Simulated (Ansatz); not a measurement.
## Nudged elastic band run: GeH4O

The input (input.yaml):

```yaml
crystal:
  periodic: [false, false, false]
  atoms:
    - { symbol: Ge, position_ang: [-0.059752, 0.165931, -1.108807] }
    - { symbol: O, position_ang: [-1.174331, -1.046553, -0.319004] }
    - { symbol: H, position_ang: [1.217895, 0.920465, 1.371492] }
    - { symbol: H, position_ang: [-0.795821, 1.403814, -0.369754] }
    - { symbol: H, position_ang: [1.749609, 0.505396, 1.033357] }
    - { symbol: H, position_ang: [-0.937699, -1.949154, -0.607285] }
magnetization:
  spin_polarized: true
basis:
  gaussian: { orbitals: def2-mTZVP }
hamiltonian:
  xc: pbe
  dispersion: d4
neb:
  order_check: false
  images: 7
  f_tol: 0.05
  max_iterations: 60
  final_atoms:
    - { symbol: Ge, position_ang: [0.36472644, 0.60666165, -1.1453955] }
    - { symbol: O, position_ang: [-0.73748295, -0.78792515, 0.28399456] }
    - { symbol: H, position_ang: [-0.34650209, -0.53389752, 1.14343165] }
    - { symbol: H, position_ang: [-0.41739848, 1.78997346, -0.3773665] }
    - { symbol: H, position_ang: [1.52511219, 0.60779323, -0.00615093] }
    - { symbol: H, position_ang: [-0.38855412, -1.68270667, 0.10148573] }
  initial_path:
    images:
      - { positions_ang: [[-0.059752, 0.165931, -1.108807], [-1.174331, -1.046553, -0.319004], [1.217895, 0.920465, 1.371492], [-0.795821, 1.403814, -0.369754], [1.749609, 0.505396, 1.033357], [-0.937699, -1.949154, -0.607285]] }
      - { positions_ang: [[0.03662043, 0.28160451, -1.09992468], [-1.06372039, -0.99606332, -0.20700379], [0.9736361, 0.62478536, 1.2057277], [-0.74230327, 1.48770428, -0.35648193], [1.61834691, 0.50385258, 0.91119769], [-0.82267879, -1.90198441, -0.453516]] }
      - { positions_ang: [[0.13299287, 0.39727801, -1.09104237], [-0.95310977, -0.94557364, -0.09500358], [0.7293772, 0.32910572, 1.03996341], [-0.68878554, 1.57159456, -0.34320985], [1.48708482, 0.50230917, 0.78903838], [-0.70765857, -1.85481482, -0.29974699]] }
      - { positions_ang: [[0.2293653, 0.51295152, -1.08216005], [-0.84249916, -0.89508395, 0.01699664], [0.4851183, 0.03342608, 0.87419911], [-0.63526781, 1.65548484, -0.32993778], [1.35582273, 0.50076575, 0.66687907], [-0.59263836, -1.80764524, -0.14597799]] }
      - { positions_ang: [[0.32573774, 0.62862502, -1.07327774], [-0.73188855, -0.84459427, 0.12899685], [0.2408594, -0.26225355, 0.70843481], [-0.58175009, 1.73937512, -0.3166657], [1.22456064, 0.49922233, 0.54471976], [-0.47761815, -1.76047565, 0.00779102]] }
      - { positions_ang: [[0.33548491, 0.62313418, -1.09130718], [-0.73328715, -0.83042699, 0.16774627], [0.09401903, -0.33016454, 0.81718402], [-0.54066218, 1.7520247, -0.3318409], [1.29969853, 0.52636506, 0.40700209], [-0.45535214, -1.7410334, 0.0312147]] }
      - { positions_ang: [[0.34523209, 0.61764334, -1.10933662], [-0.73468575, -0.81625971, 0.2064957], [-0.05282134, -0.39807554, 0.92593323], [-0.49957428, 1.76467429, -0.3470161], [1.37483642, 0.55350778, 0.26928442], [-0.43308613, -1.72159116, 0.05463837]] }
      - { positions_ang: [[0.35497927, 0.61215249, -1.12736606], [-0.73608435, -0.80209243, 0.24524513], [-0.19966171, -0.46598653, 1.03468244], [-0.45848638, 1.77732387, -0.3621913], [1.4499743, 0.58065051, 0.13156674], [-0.41082013, -1.70214891, 0.07806205]] }
      - { positions_ang: [[0.36472644, 0.60666165, -1.1453955], [-0.73748295, -0.78792515, 0.28399456], [-0.34650209, -0.53389752, 1.14343165], [-0.41739848, 1.78997346, -0.3773665], [1.52511219, 0.60779323, -0.00615093], [-0.38855412, -1.68270667, 0.10148573]] }
```

Launched with:

```bash
$ ansatz run input.yaml --threads 2 --pin off --max-ram 3072MiB --backend cpu --events-out ev --progress --plain --runs-dir out
```

Output, in part (warnings, iteration lines, the closing report on the highest movable image, with atoms numbered from 0):

```
NEB end point (image 0): max|allowed force component| = 1.279e-2 eV/Å (the criterion of neb.relax_end_points is 1.000e-2)
NEB end point (image 8): max|allowed force component| = 2.104e-2 eV/Å (the criterion of neb.relax_end_points is 1.000e-2)
NEB iter   1: max|band force component| = 2.374e0 eV/Å  barrier→ = 1.1594 eV  barrier← = 1.0334 eV  Δτ_max = 0.2000 Å  (267 SCF iters)
NEB iter   2: max|band force component| = 2.886e0 eV/Å  barrier→ = 1.0664 eV  barrier← = 0.9403 eV  Δτ_max = 0.1016 Å  (224 SCF iters)
NEB iter   3: max|band force component| = 8.979e-1 eV/Å  barrier→ = 1.0745 eV  barrier← = 0.9484 eV  Δτ_max = 0.2000 Å  (218 SCF iters)
NEB iter   4: max|band force component| = 2.363e0 eV/Å  barrier→ = 1.1004 eV  barrier← = 0.9744 eV  Δτ_max = 0.0995 Å  (219 SCF iters)
NEB iter   5: max|band force component| = 9.461e-1 eV/Å  barrier→ = 1.1235 eV  barrier← = 0.9975 eV  Δτ_max = 0.1237 Å  (210 SCF iters)
NEB iter   6: max|band force component| = 8.608e-1 eV/Å  barrier→ = 1.0486 eV  barrier← = 0.9226 eV  Δτ_max = 0.0609 Å  (213 SCF iters)
NEB iter   7: max|band force component| = 4.271e-1 eV/Å  barrier→ = 1.0087 eV  barrier← = 0.8827 eV  CI = image 5  Δτ_max = 0.2000 Å  (209 SCF iters)
NEB iter   8: max|band force component| = 2.821e0 eV/Å  barrier→ = 0.9925 eV  barrier← = 0.8665 eV  CI = image 5  Δτ_max = 0.0990 Å  (215 SCF iters)
NEB iter   9: max|band force component| = 3.261e-1 eV/Å  barrier→ = 0.9850 eV  barrier← = 0.8590 eV  CI = image 5  Δτ_max = 0.0831 Å  (208 SCF iters)
NEB iter  10: max|band force component| = 2.123e-1 eV/Å  barrier→ = 0.9830 eV  barrier← = 0.8570 eV  CI = image 5  Δτ_max = 0.0687 Å  (212 SCF iters)
NEB iter  11: max|band force component| = 3.681e-1 eV/Å  barrier→ = 0.9827 eV  barrier← = 0.8567 eV  CI = image 5  Δτ_max = 0.0338 Å  (191 SCF iters)
NEB iter  12: max|band force component| = 8.519e-2 eV/Å  barrier→ = 0.9827 eV  barrier← = 0.8566 eV  CI = image 5  Δτ_max = 0.0115 Å  (175 SCF iters)
NEB iter  13: max|band force component| = 3.489e-2 eV/Å  barrier→ = 0.9826 eV  barrier← = 0.8566 eV  CI = image 5  Δτ_max = 0.0000 Å  (380 SCF iters)
Total energy: -58618.39393322 eV, -2154.1862440712 hartree
Atom 0 at     0.243722     0.512772    -1.051648 Å, force     0.001155     0.002497    -0.005203 eV/Å
Atom 1 at    -0.751196    -0.774552     0.201775 Å, force    -0.006883    -0.005940    -0.002111 eV/Å
Atom 2 at     0.406774    -0.193674     0.709598 Å, force     0.005475    -0.000015     0.005941 eV/Å
Atom 3 at    -0.570072     1.731285    -0.391900 Å, force    -0.000653     0.000148     0.000190 eV/Å
Atom 4 at     1.168625     0.405702     0.593171 Å, force     0.001491     0.001194     0.000253 eV/Å
Atom 5 at    -0.497952    -1.681633    -0.060997 Å, force    -0.000585     0.002115     0.000930 eV/Å
Dipole moment:     0.164113    -0.195813    -0.138683 e Å
```

It converged. A vibrational analysis at the climbing image gives one clearly imaginary mode, 1156i cm⁻¹: a first-order saddle point. The orbitals stay closed-shell, which can raise the energy where a bond breaks towards radicals; this wasn't checked here.

Final band (atoms are numbered from 1 in the order of the input):

```csv
image,path coordinate (Å),energy (eV),H3–H5 (Å),Ge1–H5 (Å),O2–H3 (Å)
0,0.00,0.00,0.75,2.82,3.53
1,0.48,0.01,0.75,2.98,3.16
2,0.96,0.03,0.75,2.91,2.69
3,1.44,0.14,0.76,2.57,2.29
4,1.92,0.49,0.78,2.19,1.89
5,2.40,0.98,0.98,1.89,1.39
6,2.85,0.40,1.46,1.71,1.03
7,3.30,0.16,2.03,1.64,0.98
8,3.75,0.13,2.48,1.63,0.98
```

The run took 94 s on 2 threads of Arm Neoverse V2, on a shared host, peak memory 0.14 GiB.
